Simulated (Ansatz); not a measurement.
Basis-set extrapolation for C$_{2}$H$_{8}$BN (PBE0-D4/def2-TZVP geometry, frozen core, the Gaussian-basis code of Ansatz). Multiplicity 1, RHF reference.

```tsv
	def2-TZVPP	def2-QZVPP
HF	-159.538362	-159.546234
MP2 correlation	-0.673319	-0.716361
CCSD(T) correlation	-0.748925	not run
```

Energies in hartree. Use E(X) = E(∞) + A·exp(−7.88·√X) for Hartree–Fock and E(X) = E(∞) + B·X^(−2.97) for correlation, with X = 3 and 4, and add CCSD(T) minus MP2 of the smaller set to the MP2 limit.

**Question.** What is the CCSD(T) energy at the basis-set limit?

**Answer.** HF limit: -159.546234 + (-0.007872) × 0.13774 = -159.54732. MP2 limit: -0.716361 + (-0.043042) × 0.74074 = -0.74824. Higher-order term: -0.748925 − (-0.673319) = -0.07561. Total: -160.37117 hartree, 220.2 kJ/mol below CCSD(T)/def2-TZVPP.
